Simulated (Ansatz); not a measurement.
`C=C=CO` and `C=C=C[CH2][GeH3]` differ in one atom or group.

Ansatz, PBE0-D4/def2-TZVP geometries, multiplicity 1. Each molecule was computed in one conformer, which needn't be the lowest.

Scalar relativity is left out up to krypton.

```
                                        property  `C=C=CO`
             HOMO–LUMO gap (PBE/def2-TZVPP) / eV      4.08
              LUMO energy (PBE0/def2-TZVPP) / eV     -0.32
               HOMO energy (PBE/def2-TZVPP) / eV     -5.40
size of the dipole moment (B3LYP/def2-TZVPP) / D      1.19
             LUMO energy (B3LYP/def2-TZVPP) / eV     -0.58
         HOMO–LUMO gap (ωB97M-V/def2-TZVPP) / eV     10.60
```

(1) What does the change do to each property? (Best estimate.)

Answers

(1) Computed: 
```json
{"property": "HOMO–LUMO gap (PBE/def2-TZVPP) / eV", "`C=C=C[CH2][GeH3]`": "5.06", "shift": "0.98"}
{"property": "LUMO energy (PBE0/def2-TZVPP) / eV", "`C=C=C[CH2][GeH3]`": "0.14", "shift": "0.46"}
{"property": "HOMO energy (PBE/def2-TZVPP) / eV", "`C=C=C[CH2][GeH3]`": "-5.88", "shift": "-0.48"}
{"property": "size of the dipole moment (B3LYP/def2-TZVPP) / D", "`C=C=C[CH2][GeH3]`": "0.51", "shift": "-0.68"}
{"property": "LUMO energy (B3LYP/def2-TZVPP) / eV", "`C=C=C[CH2][GeH3]`": "-0.10", "shift": "0.48"}
{"property": "HOMO–LUMO gap (ωB97M-V/def2-TZVPP) / eV", "`C=C=C[CH2][GeH3]`": "11.13", "shift": "0.53"}
```

With PBE0 the HOMO falls by 0.32 eV and the LUMO rises by 0.46 eV, so the gap widens by about 0.78 eV. PBE moves the HOMO by -0.48 eV and ωB97M-V by -0.23 eV. Dipoles are sizes alone; their direction can turn.

B3LYP here is the variant with VWN-RPA as its local correlation; programs differ in this.
